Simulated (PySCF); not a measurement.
**How methods differ on the ionisation energy of Sc⁺**

Sc⁺ [Ar] 3d1 4s1 (3D) → Sc²⁺ [Ar] 3d1 (2D), as a difference of total energies. Computed with PySCF 2.14 in aug-cc-pVTZ, with the non-relativistic Hamiltonian (point nucleus). Correlated levels: valence: [Ar] frozen. The calculations carry no spin-orbit coupling.

| method | ionisation energy (eV) | difference from reference (eV) |
| --- | --- | --- |
| UHF | 12.157 | -0.643 |
| LDA | 13.207 | +0.407 |
| PBE | 13.048 | +0.248 |
| PBE0 | 12.874 | +0.074 |
| r2SCAN | 12.816 | +0.016 |
| PW91 | 13.090 | +0.290 |
| B3LYP | 13.061 | +0.261 |
| r2SCANh | 12.793 | -0.007 |
| wB97X | 12.325 | -0.475 |
| MP2 (valence) | 12.247 | -0.553 |
| SCS-MP2 (valence) | 12.187 | -0.613 |

Reference: 12.800 eV (measured; NIST Atomic Spectra Database, ionization energies).

These non-relativistic numbers lack the scalar-relativistic shift.

Errors of the correlated levels include the incompleteness of this basis and the frozen core.
